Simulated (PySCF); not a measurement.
**Mayer bond orders and bond lengths**

(BeSe)3 ring, Be₃Se₃.
Cartesian coordinates in Å at the PBE0-D3(BJ)/def2-SVP level; atoms count from 1:
```
atom  x, y, z in Å
Be1    1.1545    0.4583    0.7551
Se2    0.7967   -1.2595    1.7840
Be3   -0.6539   -1.2479    0.3585
Se4   -1.8463   -0.7328   -1.2065
Be5   -0.5002    0.7895   -1.1145
Se6    1.0493    1.9924   -0.5767
```

Bond orders from the PBE0/pcSseg-1 density (PySCF). One conformer (not necessarily the lowest) at the PBE0-D3(BJ)/def2-SVP geometry, without solvent, vibrations or thermal averaging. The calculation is non-relativistic, for selenium too.

Task: Set the Mayer orders of the bonds beside their lengths.

Result: 
```csv
bond,length (Å),Mayer order
Be1–Se2,2.034,0.946
Be1–Se6,2.034,0.945
Se2–Be3,2.034,0.946
Be3–Se4,2.034,0.946
Se4–Be5,2.034,0.946
Be5–Se6,2.034,0.946
```

Task: Sum the orders of all bonds at each heavy atom with more than one neighbour.

Result: Be1 1.891, Se2 1.892, Be3 1.892, Se4 1.892, Be5 1.892, Se6 1.891. Orders between atoms that aren't bonded are not in these sums.

The Mayer order sums products of elements of PS (density times overlap matrix) between the two atoms' basis functions, so it depends on the basis set.
